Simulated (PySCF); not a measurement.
Excitations are Tamm–Dancoff values on a coarser integration grid. The basis has no diffuse functions, so Rydberg states are missing or too high.

Cartesian coordinates (Å):
SMILES: SB(S)I
```xyz
6

S     -1.6007     0.1056     0.2309
B      0.1119     0.5753     0.0382
S      1.5296    -0.4708    -0.2555
I      0.5186     2.6684     0.1759
H     -1.4506    -1.2236     0.0871
H      0.8911    -1.6548    -0.2767
```
Charge 0, multiplicity 1.

What is the computed HOMO–LUMO gap, LUMO, total energy, S1–T1 gap (TDA), dipole moment, S1 excitation (TDA), T1 excitation (TDA) and HOMO (TPSSh-D3(BJ)/def2-TZVP // PBE0-D3(BJ)/def2-TZVP run with PySCF 2.14.0)?


```json
{
  "HOMO–LUMO gap": "5.38 eV",
  "LUMO": "-1.70 eV",
  "total_energy": "-30482.84 eV",
  "S1–T1 gap (TDA)": "0.36 eV",
  "dipole_moment": "2.24 D",
  "S1 excitation (TDA)": "4.85 eV",
  "T1 excitation (TDA)": "4.49 eV",
  "HOMO": "-7.08 eV"
}
```
